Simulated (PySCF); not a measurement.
C2H6O2.

```xyz
10

O      1.3353    -0.5231    -0.0194
C      0.6145     0.6581    -0.2879
C     -0.8342     0.2474    -0.4290
O     -1.2816    -0.3992     0.7251
H      2.2080    -0.2917     0.3097
H      0.7028     1.3804     0.5463
H      0.9638     1.1578    -1.2131
H     -1.4615     1.1381    -0.5934
H     -0.9329    -0.3957    -1.3284
H     -0.5920    -1.0431     0.9347
```

Geometry optimised at PBE0-D3(BJ)/def2-SVP. The values are those of a single conformer.

Level of theory: PBE/pcSseg-1 in PySCF. Non-relativistic, no solvent.

Computed absolute GIAO shielding of each atom: isotropic value and principal components (ppm):
| atom | σ(iso) | σ11 | σ22 | σ33 | span |
|---|---|---|---|---|---|
| O1 | 307.6 | 251.9 | 301.7 | 369.2 | 117.3 |
| C2 | 110.7 | 90.8 | 101.6 | 139.6 | 48.8 |
| C3 | 113.6 | 93.5 | 100.2 | 147.0 | 53.5 |
| O4 | 303.9 | 265.1 | 314.4 | 332.2 | 67.1 |
| H5 | 31.0 | 21.6 | 27.5 | 44.0 | 22.4 |
| H6 | 27.3 | 23.1 | 25.8 | 33.1 | 10.0 |
| H7 | 27.3 | 23.2 | 26.6 | 32.2 | 9.1 |
| H8 | 27.7 | 24.1 | 26.8 | 32.2 | 8.1 |
| H9 | 27.1 | 22.6 | 25.8 | 32.9 | 10.3 |
| H10 | 29.5 | 18.9 | 29.7 | 39.8 | 21.0 |
